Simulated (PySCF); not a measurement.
**Electronic structure of B²⁺ (boron, charge +2) at the UHF level**

Configuration: [He] 2p1, 2P determinant (an excited configuration). Computed with PySCF 2.14 in aug-cc-pVDZ-DK, with the spin-free X2C one-electron Hamiltonian (Gaussian nucleus).

- Total energy: -23.154193 hartree
- One-electron energy: -27.5504 hartree
- Hartree (Coulomb) energy: 7.6172 hartree
- Exchange energy: -3.2209 hartree
- ⟨S²⟩: 0.7500
- ⟨L²⟩: 2.000
- Sum of ⟨r⟩: 2.271 bohr
- Sum of ⟨r²⟩: 3.415 bohr²
- Traceless quadrupole moment −½Σ⟨3z² − r²⟩ along its main axis: -1.25 e·bohr²
- Langevin diamagnetic susceptibility: -2.71 ×10⁻⁶ cm³/mol

| shell | electrons | mean orbital energy (hartree) | rms radius, mean of both spins (bohr) |
| --- | --- | --- | --- |
| 1s α | 1 | -8.80888 | 0.378 |
| 1s β | 1 | -8.78620 | 0.378 |
| 2p α | 1 | -1.16287 | 1.77 |

Spin-orbit constants ζ (cm⁻¹) from the X2C one-electron operator on these orbitals: bare nucleus, nucleus screened by l(l+1)(2l+1)/3 electrons, and screened by the Breit-Pauli mean field of the electrons.

```
shell   bare  screened nucleus  mean field
   2p  37.40             22.44       16.99
```

To first order the Landé constant is A = 16.99 cm⁻¹, so the lowest level has J = 1/2 and lies 0.00211 eV below the centre of the term.
